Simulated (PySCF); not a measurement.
A made-up structure of BH$_{3}$S$_{2}$O, closed shell:

B1  (-1.289, 0.620, 0.473)
S2  (-0.249, 0.688, -0.915)
O3  (0.519, -0.802, -1.019)
S4  (1.636, -1.196, 0.142)
H5  (0.064, 1.909, -1.425)
H6  (-1.335, -0.329, 1.188)
H7  (2.698, -0.558, -0.398)
(Å)

It is relaxed with PBE-D4/def2-SVP and then PBE0-D4/def2-TZVP (PySCF 2.14 with density fitting (its default auxiliary sets; JK sets also for MP2 and CCSD(T))). Atoms count as bonded within 1.22 times the sum of their covalent radii (H–H: 0.88 Å). The end point is not checked to be a true minimum.

**Question.** Does its bonding change? (Judge from chemistry; the calculation decides.)

**Answer.** The calculation gives: Yes. Formed: B1–S4; broken: S2–O3.

Where it ends: The first stage lowers the energy by 4.66 eV in 40 steps. It ends as BH₃S₂O ([O][SH][BH][SH]):
B1  (-0.039, 0.257, 0.058)
S2  (-0.354, 1.232, -1.374)
O3  (1.312, -1.542, -1.581)
S4  (0.755, -1.386, -0.213)
H5  (-0.993, 2.228, -0.736)
H6  (-0.364, 0.524, 1.171)
H7  (1.741, -1.026, 0.685)
(Å)

Labels in which every atom is bracketed show which atoms are joined, not bond orders.

For scale, one of the runs: PBE0-D4/def2-TZVP relaxation, 154 basis functions, launched by `OMP_NUM_THREADS=2 python run.py`. Time: 51 s of wall clock on 2 CPU threads of an Intel Xeon 6975P-C; the host was shared. Peak host memory: 1.5 GiB.
